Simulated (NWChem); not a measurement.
System: NH$_{3}$SeS; SMILES [Se](S)N

```xyz
6

Se     0.4351    -0.4542    -0.0077
N     -1.1966    -1.3596    -0.0130
H     -1.2840    -1.9421     0.8149
H     -1.2925    -1.9184    -0.8562
S     -0.2169     1.6838    -0.0552
H     -0.3709     1.8810     1.2758
```
Atoms are numbered in this order, from 1.

All runs: NWChem. All runs use the structure optimised with B3LYP/6-31G* (spherical d). Vertical excitations in the gas phase.

Task: Estimate the computed values for B3LYP/def2-SVPD, full TDDFT. Quantities: lowest excitation, singlet (eV); oscillator strength of that lowest state; lowest state with f > 0.02, singlet (eV); oscillator strength of that bright state; orbital gap (eV).

Result: 
```json
{
  "lowest excitation, singlet (eV)": "3.98",
  "oscillator_strength_of_that_lowest_state": "0.005",
  "lowest state with f > 0.02, singlet (eV)": "5.18",
  "oscillator_strength_of_that_bright_state": "0.030",
  "orbital gap (eV)": "5.10"
}
```
